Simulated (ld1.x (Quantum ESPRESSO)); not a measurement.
# Reading a pseudo-wave (Fe (Z = 26))

Columns: radius, all-electron u(r) and pseudo u(r) of the 4s shell (level -5.49 eV) of iron in the configuration [Ar] 3d6 4s2 4p0; LDA (PZ), scalar-relativistic, PAW scheme, ld1.x (Quantum ESPRESSO) 7.5.

```csv
r (bohr),all-electron,pseudo
0.150,-0.1542,-0.0658
0.300,-0.0334,-0.1308
0.450,0.1956,-0.1943
0.600,0.2767,-0.2554
0.750,0.2240,-0.3136
0.900,0.1014,-0.3682
1.050,-0.0432,-0.4186
1.200,-0.1831,-0.4644
1.350,-0.3058,-0.5051
1.500,-0.4069,-0.5405
1.650,-0.4862,-0.5704
1.800,-0.5453,-0.5945
1.950,-0.5869,-0.6127
2.100,-0.6135,-0.6251
2.250,-0.6275,-0.6316
2.400,-0.6314,-0.6323
2.550,-0.6271,-0.6271
2.700,-0.6163,-0.6163
2.850,-0.6004,-0.6004
3.000,-0.5808,-0.5808
3.150,-0.5583,-0.5583
3.300,-0.5339,-0.5339
3.450,-0.5082,-0.5082
3.600,-0.4819,-0.4819
3.750,-0.4553,-0.4553
3.900,-0.4288,-0.4288
```

Question: How many radial nodes do the two functions have?

Answer: The all-electron 4s function has n − l − 1 = 3 (the table is too coarse to show those close to the nucleus); the pseudo-wave has 0, since the states of the same l below it are removed with the core.

Question: At about which radius was the pseudo-wave matched?

Answer: 2.60 bohr, where the columns begin to agree (steps of 0.15 bohr).

Question: Is the pseudo-wave norm-conserving?

Answer: No, it belongs to a PAW set: the norm inside the radius is not constrained, and the difference is carried by the augmentation charge.
